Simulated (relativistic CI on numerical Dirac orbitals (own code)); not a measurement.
## Nd2+: 4f valence photoemission

Computed with this model: Dirac-Coulomb-Breit CI, separate exchange-only KLI orbitals for each configuration, model QED (radiative potential, 1s self-energy scaled to tabulated hydrogen-like ionisation energies), valence Slater integrals scaled by 0.7, multiplet model of photoemission in the sudden approximation; configurations [Xe] 4f4 → [Xe] 4f3; 80 K; Lorentzian 0.21 eV and Gaussian 0.3 eV FWHM. Energies are those of the free ion, without screening or charge transfer. The energies are binding energies and can lie tens of eV above those of solids. S is read from ⟨S²⟩ = S(S + 1).

free ion: ground-state S = 1.98, centroid 19.94 eV. Peaks (eV, height): 19.3 (100), 20.6 (24), 21.3 (40).

Strongest unbroadened transitions for free ion:

```
Energy (eV)  Relative strength
      19.24              100.0
      19.47               23.4
      19.72                1.3
      19.96                0.0
      20.58                0.2
      20.59               18.1
      20.72                6.1
      20.82                0.3
      20.97                0.0
      21.16                2.7
      21.27               34.0
      21.46                8.6
      21.49                0.6
      21.61                0.1
      21.65                0.5
      21.78                0.0
      21.88                0.0
      22.21                0.0
```
